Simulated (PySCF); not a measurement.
A calculated (UHF, PySCF 2.14, def2-SVP, the non-relativistic Hamiltonian (point nucleus)) atom or ion has these occupied shells.

```tsv
shell	electrons	orbital energy (eV)	rms radius, mean of both spins (bohr)
1s α	1	-2899.9	0.106
1s β	1	-2899.0	0.106
2s α	1	-333.81	0.480
2s β	1	-333.00	0.480
2p α	3	-265.22	0.450
2p β	3	-263.76	0.450
3s α	1	-69.173	1.52
3s β	1	-61.610	1.52
3p α	2	-52.782	1.68
```

(1) Name the element and its charge.

## Answers

(1) Cl³⁺ (chlorine, charge +3), in [Ne] 3s2 3p2, high-spin 3P determinant.
